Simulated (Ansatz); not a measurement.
Isolated molecules relaxed with PBE0-D4/def2-TZVP in Ansatz; ΔE leaves out vibrations. CBS: MP2 limit from def2 TZ/QZ plus the TZ coupled-cluster correction, frozen cores. This one scheme is used for every species. DFT in def2-TZVPP. B3LYP here is the variant with VWN-RPA as its local correlation; programs differ in this. HSE06 is defined as in plane-wave codes. Each species was taken in one conformer, which may not be the lowest.

Consider the hydrogenolysis of a C–C bond: `CCB(N)O` + H₂ → `CB(N)O` + CH₄.

| level | ΔE (kJ/mol) | difference from CCSD(T)/CBS |
| --- | --- | --- |
| LDA (SPW92) | -81.3 | 2.2 |
| PBE-D4 | -83.2 | 0.3 |
| revPBE-D4 | -77.8 | 5.7 |
| BLYP-D4 | -84.3 | -0.8 |
| r2SCAN-D4 | -86.9 | -3.4 |
| B97M-V | -92.5 | -9.0 |
| PBE0-D4 | -85.7 | -2.2 |
| B3LYP-D4 | -87.3 | -3.8 |
| r2SCANh-D4 | -87.4 | -3.9 |
| r2SCAN0-D4 | -88.1 | -4.6 |
| HSE06-D4 | -85.9 | -2.4 |
| BHLYP-D4 | -90.5 | -7.0 |
| CAM-B3LYP-D4 | -89.0 | -5.5 |
| ωB97X-V | -84.8 | -1.3 |
| ωB97M-V | -85.7 | -2.2 |
| PBE | -88.3 | -4.8 |
| r2SCAN | -88.4 | -4.9 |
| PBE0 | -90.2 | -6.7 |
| B3LYP | -95.3 | -11.8 |
| r2SCANh | -89.0 | -5.5 |
| r2SCAN0 | -89.8 | -6.3 |
| HSE06 | -90.1 | -6.6 |
| BHLYP | -96.4 | -12.9 |
| CAM-B3LYP | -93.5 | -10.0 |
| LC-ωPBE | -90.3 | -6.8 |
| RPA@PBE/def2-TZVPP | -80.7 | 2.8 |
| HF/def2-SVP | -100.6 | -17.1 |
| MP2/def2-SVP | -80.4 | 3.1 |
| CCSD/def2-SVP | -85.0 | -1.5 |
| CCSD(T)/def2-SVP | -82.0 | 1.5 |
| HF/def2-TZVPP | -101.6 | -18.1 |
| MP2/def2-TZVPP | -81.9 | 1.6 |
| SCS-MP2/def2-TZVPP | -84.4 | -0.9 |
| CCSD/def2-TZVPP | -87.6 | -4.1 |
| HF/def2-QZVPP | -101.5 | -18.0 |
| MP2/def2-QZVPP | -81.4 | 2.1 |
| SCS-MP2/def2-QZVPP | -84.0 | -0.5 |
| HF/CBS(def2) | -101.5 | -18.0 |
| MP2/CBS(def2) | -81.2 | 2.3 |
| CCSD/CBS(def2) | -86.9 | -3.4 |
| CCSD(T)/CBS | -83.5 | 0 |

Largest T1 diagnostic among the species: 0.011.

In def2-TZVPP, CCSD(T) changes the Hartree–Fock value by +17.4 kJ/mol (the triples alone add +3.4 kJ/mol) and MP2 by +19.7 kJ/mol. The D4 term adds +8.0 kJ/mol with B3LYP and +4.4 kJ/mol with PBE0; it sums over pairs of atoms, weighted by their polarisabilities, and B3LYP, whose exchange is more repulsive, gets the larger term. Leaving LDA and LC-ωPBE aside and taking each functional with its dispersion term where it has one, the values spread over 14.8 kJ/mol, from B97M-V to revPBE-D4. LDA lies +7.0 kJ/mol from PBE without D4.
